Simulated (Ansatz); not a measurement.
Calculated with Ansatz (gas phase, PBE0-D4/def2-TZVP geometries, no zero-point term in ΔE). CCSD(T)/CBS adds triple-zeta CCSD(T) − MP2 to the extrapolated MP2 energy (def2 sets, frozen cores). def2 core potentials past Kr. For Ge, In outer-core shells are correlated without core-valence functions, which leaves a few kJ/mol of doubt a bond. Scalar relativity is left out up to krypton. One conformer a species, not always the lowest.

`[SiH3][SiH2][GeH2][GeH2][SiH2][GeH3]` + `[CH3][In]([OH])[F]` → `[CH3][In]([F])[O][SiH3]` + `[SiH3][GeH2][GeH2][SiH2][GeH3]`  (cleavage of the Si–Si bond)

```json
{"species": "`[SiH3][SiH2][GeH2][GeH2][SiH2][GeH3]`", "MP2/CBS(def2) energy (Eh)": "-7103.86484"}
{"species": "`[CH3][In]([OH])[F]`", "MP2/CBS(def2) energy (Eh)": "-405.25507"}
{"species": "`[CH3][In]([F])[O][SiH3]`", "MP2/CBS(def2) energy (Eh)": "-695.55262"}
{"species": "`[SiH3][GeH2][GeH2][SiH2][GeH3]`", "MP2/CBS(def2) energy (Eh)": "-6813.60580"}
```

Q: Work out ΔE.

A: ΔE = (-695.55262) + (-6813.60580) − (-7103.86484) − (-405.25507) = -0.03851 Eh = -101.1 kJ/mol. CCSD(T)/CBS gives -95.8 kJ/mol.

Largest T1 diagnostic among the species: 0.016.

In def2-TZVPP, CCSD(T) changes the Hartree–Fock value by +38.9 kJ/mol (the triples alone add +5.5 kJ/mol) and MP2 by +33.6 kJ/mol. From PBE to PBE0 (25 % exact exchange), in def2-TZVPP and without D4, ΔE moves by −10.3 kJ/mol.
